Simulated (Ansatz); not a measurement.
Reactions of BClH₄Si, SMILES `B[SiH2]Cl`.

Isolated molecules relaxed with PBE0-D4/def2-TZVP in Ansatz; ΔE leaves out vibrations. CCSD(T)/CBS is the MP2 limit (def2-TZVPP, def2-QZVPP) plus CCSD(T) − MP2 in def2-TZVPP, frozen cores. This one scheme is used for every species. For Ga outer-core shells are correlated without core-valence functions, which leaves a few kJ/mol of doubt a bond. Scalar relativity is left out up to krypton. One conformer a species, not always the lowest.

Problem. Order these by ΔE at CCSD(T)/CBS, lowest first. (An estimate is asked.)
A. `B[SiH2]Cl` + `[OH][GaH2]` → `B[O][GaH2]` + `[SiH3]Cl`
B. `B[SiH2]Cl` + `BO` → `BO[SiH2]B` + HCl
C. `B[SiH2]Cl` + `O[BH][AlH2]` → `B[SiH2][B](O)[AlH2]` + HCl

Solution. A (-36.9 kcal/mol), B (+3.4 kcal/mol), C (+26.8 kcal/mol).

Largest T1 diagnostic: 0.020, for `B[SiH2][B](O)[AlH2]`.
